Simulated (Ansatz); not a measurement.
Consider the substitution at a C–O bond: `NC(O)(F)O[SiH3]` + CH₃OH → `COC(N)(O)F` + silanol.

Computed with Ansatz on PBE0-D4/def2-TZVP structures; ΔE is electronic, products minus reactants. CBS: MP2 limit from def2 TZ/QZ plus the TZ coupled-cluster correction, frozen cores. This one scheme is used for every species. Functionals use def2-TZVPP. Each species was taken in one conformer, which may not be the lowest.

| level | ΔE (kcal/mol) | difference from CCSD(T)/CBS |
| --- | --- | --- |
| PBE0-D4 | -3.0 | 0.3 |
| ωB97M-V | -3.2 | 0.1 |
| PBE0 | -3.2 | 0.1 |
| MP2/def2-TZVPP | -3.7 | -0.4 |
| CCSD/def2-TZVPP | -3.2 | 0.1 |
| CCSD(T)/def2-TZVPP | -3.4 | -0.1 |
| HF/def2-QZVPP | -2.5 | 0.8 |
| MP2/def2-QZVPP | -3.6 | -0.3 |
| HF/CBS(def2) | -2.5 | 0.8 |
| CCSD/CBS(def2) | -3.1 | 0.2 |
| CCSD(T)/CBS | -3.3 | 0 |

Largest T1 diagnostic among the species: 0.011.

In def2-TZVPP, CCSD(T) changes the Hartree–Fock value by −0.8 kcal/mol (the triples alone add −0.2 kcal/mol) and MP2 by −1.1 kcal/mol.
